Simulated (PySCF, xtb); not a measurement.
CuH3N2: which of two structures lies lower

We compare I, a singlet given by its coordinates, with II, a singlet given by its coordinates. Both are isolated molecules in the gas phase, relaxed with PBE0-D3(BJ)/def2-SVP.

I (Å):

```xyz
6

Cu   -1.9415   -0.0436    0.0479
N     0.7237   -0.8607   -0.0225
N    -0.4468   -1.0880   -0.2956
H    -3.1723    0.8039    0.3232
H     1.4770   -1.5277   -0.2698
H     1.0569   -0.0068    0.4656
```

Close contacts (Å): Cu1–N3 1.86, N2–N3 1.22, Cu1–H4 1.52, N2–H5 1.04, N2–H6 1.04.

II (Å):

```yaml
atoms:
  - { symbol: Cu, position_ang: [-0.9427, -0.2897, 0.5818] }
  - { symbol: N, position_ang: [0.8281, 0.5892, 0.1078] }
  - { symbol: N, position_ang: [1.0625, -0.6024, 0.4572] }
  - { symbol: H, position_ang: [1.2691, 1.2980, 0.7258] }
  - { symbol: H, position_ang: [1.6577, -0.6773, 1.3051] }
  - { symbol: H, position_ang: [-2.4042, -0.4695, 0.9735] }
```

Close contacts (Å): Cu1–N2 2.03, Cu1–N3 2.03, N2–N3 1.26, Cu1–H6 1.52, N2–H4 1.04, N3–H5 1.04.

Quicker runs give these differences E(II) − E(I): GFN2-xTB −6.93 kcal/mol; HF/STO-3G −0.18 kcal/mol (at GFN2-xTB geometries); r2SCAN-D4/def2-SVP −5.68 kcal/mol (at GFN2-xTB geometries).

Question: Estimate E(II) − E(I) at the level CCSD(T)/def2-TZVP.

Answer: Calculated at CCSD(T)/def2-TZVP: E(II) − E(I) = −1.29 kcal/mol, so structure II lies lower.

Level by level:

```
               level              geometry  E(II) − E(I) (kcal/mol)  departure from the last row (kcal/mol)  job, with rough time for the two
            GFN2-xTB              GFN2-xTB                     −6.93                                   −5.65              optimisation, 0.32 s
           HF/STO-3G              GFN2-xTB                     −0.18                                   +1.11               single point, 2.1 s
  r2SCAN-D4/def2-SVP              GFN2-xTB                     −5.68                                   −4.39                single point, 15 s
PBE0-D3(BJ)/def2-SVP  PBE0-D3(BJ)/def2-SVP                     +2.04                                   +3.33             optimisation, 2.7 min
        HF/def2-TZVP  PBE0-D3(BJ)/def2-SVP                     +6.45                                   +7.74           part of the CCSD(T) run
       MP2/def2-TZVP  PBE0-D3(BJ)/def2-SVP                     −1.97                                   −0.68           part of the CCSD(T) run
   CCSD(T)/def2-TZVP  PBE0-D3(BJ)/def2-SVP                     −1.29                                                       single point, 4 min
```

PBE0-D3(BJ)/def2-SVP, HF/def2-TZVP put the two in the other order. HF/STO-3G finds them nearly level. The largest departure from CCSD(T)/def2-TZVP is that of HF/def2-TZVP, 7.74 kcal/mol.

With thermal terms from frequencies at re-optimised GFN2-xTB minima (ideal gas, soft modes damped towards free rotors, one conformer each, 298.15 K, 1 atm): on the last row, ΔE + ΔZPE = +0.19, ΔH = −0.48, ΔG = +1.04 kcal/mol. The free energy reverses the electronic order.

The T1 diagnostic of structures I and II is large, so the coupled-cluster value is less sure. The correlated steps freeze 7 core orbitals; the last core shell of Cu is correlated, in a basis made for valence electrons. Codes used: PySCF 2.14.0, xtb 6.7.1; the last row on 2 threads of Intel(R) Xeon(R) Platinum 8259CL CPU @ 2.50GHz (Skylake/Cascade Lake) on a shared host.
